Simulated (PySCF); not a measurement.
Several species in one continuum solvent.

Level: PBE0/pcSseg-1 in PySCF, non-relativistic, each on one gas-phase PBE0-D3(BJ)/def2-SVP geometry that isn't relaxed in the solvent. The solvent is an IEF-PCM continuum (cavity from Bondi-type radii × 1.2). Only the electrostatic response of the medium enters.

Question: Order them by E(solvent) − E(gas) in water (ε = 78.36), most negative first (kcal/mol).
A. `[O:1]=[C:2]([OH:3])[SiH2:4][F:5]` with O1–C2–O3–H 0°, O1–C2–Si4–F5 180°
B. `[O:1]=[P@H:2]1[CH:3]=[C:4]([C:5]([F:6])([F:7])[F:8])[CH2:9][CH2:10]1` with O1–P2–C3–C4 134°, C3–C4–C9–C10 -13°, C4–C9–C10–P2 18°, O1–P2–C10–C9 -142°
C. `[O:1]=[CH:2][O:3][SiH2:4][F:5]` with O1–C2–O3–Si4 1°, C2–O3–Si4–F5 179°

Answer: B (-10.4), A (-6.6), C (-4.9).

```tsv
SMILES	charge	ΔE (kcal/mol)	polarisation term (kcal/mol)	HOMO shift (eV)	dipole gas (D)	dipole solvent (D)	atoms
O=[P@H]1C=C(C(F)(F)F)CC1	0	-10.4	-12.4	+0.04	3.38	4.51	16
O=C(O)[SiH2]F	0	-6.6	-7.3	+0.06	0.44	0.54	8
O=CO[SiH2]F	0	-4.9	-5.5	+0.05	0.49	0.67	8
```

The polarisation term is half the interaction of the solute with the induced surface charges.
